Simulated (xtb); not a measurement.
C2H3O2, charge -1, singlet, geometry from GFN2-xTB. Base run: GFN2-xTB run with xtb.

Geometry (Å):
```xyz
7

C      0.1150     0.0520    -0.0530
O      0.2626     1.2167    -0.4956
O     -1.2083    -0.2433     0.4536
H     -1.6862     0.5842     0.3179
C      0.9809    -0.9800     0.0334
H      0.6800    -1.9274     0.4490
H      1.9958    -0.8760    -0.3133
```
Charge -1, spin multiplicity 1.
All else is at xtb's defaults.
Base energy -14.11851 Eh.

Each row names what was changed in the base input (with any setting that the change needs).

```tsv
change	ΔE vs base (kcal/mol)	HOMO-LUMO gap (eV)	SCF cycles
base	0.000	5.11	11
acc = 30	0.000	5.11	8
alpb = ether	___	5.12	11
acc = 1000	0.002	5.12	6
etemp = 5000	-0.108	5.12	11
```

Task: Some entries are withheld; supply them.

Result: 
- alpb = ether, ΔE vs base (kcal/mol): -54.53

ALPB and GBSA are two models with their own fitted parameters for each solvent, which aren't always the measured dielectric constant.
